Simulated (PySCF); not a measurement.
1-methyl-2-(1-methylpyrrol-2-yl)pyrrole (C10H12N2), SMILES c1n(c(-c2cccn2C)cc1)C. Atoms are numbered in the order given.

```xyz
24

C     -2.0120    -1.5347     0.7258
N     -0.6692    -1.7088     0.2123
C     -0.0476    -2.9266     0.0718
C      1.2224    -2.7197    -0.4333
C      1.3743    -1.3192    -0.6134
C      0.1895    -0.7035    -0.2108
C     -0.1895     0.7035    -0.2108
C     -1.3743     1.3192    -0.6134
C     -1.2224     2.7197    -0.4333
C      0.0476     2.9266     0.0718
N      0.6692     1.7088     0.2123
C      2.0120     1.5347     0.7258
H     -2.0814    -0.5909     1.2823
H     -2.7624    -1.5128    -0.0820
H     -2.2502    -2.3681     1.4015
H     -0.5615    -3.8446     0.3485
H      1.9571    -3.4917    -0.6523
H      2.2401    -0.8058    -1.0245
H     -2.2401     0.8058    -1.0245
H     -1.9571     3.4917    -0.6523
H      0.5615     3.8446     0.3485
H      2.0814     0.5909     1.2823
H      2.2502     2.3681     1.4015
H      2.7624     1.5128    -0.0820
```
Charge 0, spin multiplicity 1.

Coordinates come from a B3LYP-D3(BJ)/def2-SVP optimisation. One conformer was computed; it need not be the lowest.

Calculation: PBE0/pcSseg-1 (PySCF).

GIAO shieldings, no solvent; atoms alike by connectivity are averaged. δ = σ(ref) − σ: ¹³C against TMS (σ = 186.3 ppm); ¹⁵N against NH3 (σ = 267.4 ppm); ¹H against TMS (σ = 31.56 ppm), references at their B3LYP-D3(BJ)/def2-TZVP geometries, non-relativistic.

```
atoms                         nucleus  count     δ (ppm)
----------------------------  -------  -----  ----------
C6, C7                            ¹³C      2       132.4
C3, C10                           ¹³C      2  (withheld)
C5, C8                            ¹³C      2  (withheld)
C4, C9                            ¹³C      2       115.8
C1, C12                           ¹³C      2  (withheld)
N2, N11                           ¹⁵N      2  (withheld)
H16, H21                           ¹H      2  (withheld)
H17, H20                           ¹H      2        6.68
H18, H19                           ¹H      2        6.48
H13, H14, H15, H22, H23, H24       ¹H      6        3.85
```

Task: Complete the blanks. (The exact figures need the calculation; the answer reports its results.)

Result: 
- C3, C10, δ (ppm): 128.9
- C5, C8, δ (ppm): 117.6
- N2, N11, δ (ppm): 181.3
- H16, H21, δ (ppm): 6.95
- C1, C12, δ (ppm): 38.0
